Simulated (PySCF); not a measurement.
BBr2, SMILES Br[B]Br, multiplicity 2.

The structure is a stationary point at B3LYP-D3(BJ)/def2-TZVP. The isomer is the one that the SMILES or the coordinates give; other isomers of the formula were not compared.

Method: TDA-PBE/def2-SVPD (PySCF).

Vertical excitations. Gas-phase values at a fixed geometry.

| state | energy (eV) | λ (nm) | f | main pairs |
|---|---|---|---|---|
| root 1 | 1.91 | 649 | 0.003 | α HOMO→LUMO 99 % |
| root 2 | 4.33 | 286 | 0.000 | α HOMO−1→LUMO 97 % |
| root 3 | 4.41 | 281 | 0.000 | α HOMO−2→LUMO 14 %, β HOMO→LUMO 86 % |
| root 4 | 4.49 | 276 | 0.006 | α HOMO→LUMO+1 97 % |
| root 5 | 4.68 | 265 | 0.009 | α HOMO−2→LUMO 60 %, β HOMO−1→LUMO+1 26 %, β HOMO→LUMO 11 % |
| root 6 | 4.78 | 259 | 0.000 | β HOMO−1→LUMO 99 % |
| root 7 | 4.95 | 250 | 0.000 | β HOMO→LUMO+1 98 % |
| root 8 | 5.12 | 242 | 0.001 | α HOMO→LUMO+2 83 %, β HOMO−2→LUMO 9 % |
| root 9 | 5.23 | 237 | 0.005 | α HOMO−4→LUMO 47 %, α HOMO→LUMO+2 16 %, β HOMO−2→LUMO 25 %, β HOMO−3→LUMO+1 12 % |
| root 10 | 5.26 | 236 | 0.030 | α HOMO→LUMO+3 88 %, β HOMO−1→LUMO+1 11 % |
Unrestricted roots are not spin-pure.
